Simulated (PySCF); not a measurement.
Compound: [VI4]2- (charge -2 and quartet state).
Bonds: V1–I2, V1–I3, V1–I4, V1–I5.

Method: PBE0-D3(BJ)/def2-SVP geometry optimisation, gas phase, def2 core potentials past Kr in PySCF 2.14.0.

Question: How far are the bound atoms from V1?

Answer: 4 atoms: I3 2.792 Å, I5 2.793 Å, I4 2.796 Å, I2 2.866 Å.

Question: List the angles at V1.

Answer: 
```csv
angle,degrees,distance of the outer atoms (Å)
I2–V1–I4,114.6,4.76
I2–V1–I5,113.0,4.72
I2–V1–I3,110.8,4.66
I3–V1–I5,106.2,4.47
I3–V1–I4,105.9,4.46
I4–V1–I5,105.7,4.45
```

Question: What is the shape at V1?

Answer: Distorted tetrahedral: angles from 105.7° to 114.6°; τ4 = (360° − α − β)/141° = 0.94 with α and β the two widest (0 for a square, 1 for a tetrahedron). The V–I distances aren't all alike: 2.792 to 2.866 Å.

Charge -2, quartet. ⟨S²⟩ = 3.765 (exact for a quartet: 3.75). Whether so highly charged an anion holds all its electrons in the gas phase wasn't checked; a finite basis holds them in any case. The ion is multiply charged and computed without counter-ions or solvent. The geometry's basis has no diffuse functions, a weakness for an anion. PBE0-D3(BJ)/def2-SVP frequencies: not computed here.

Neither the SCF state along the optimisation nor the shape of the open-shell metal species was proved the lowest: other solutions of the same spin, or a structure of lower symmetry, can lie below.
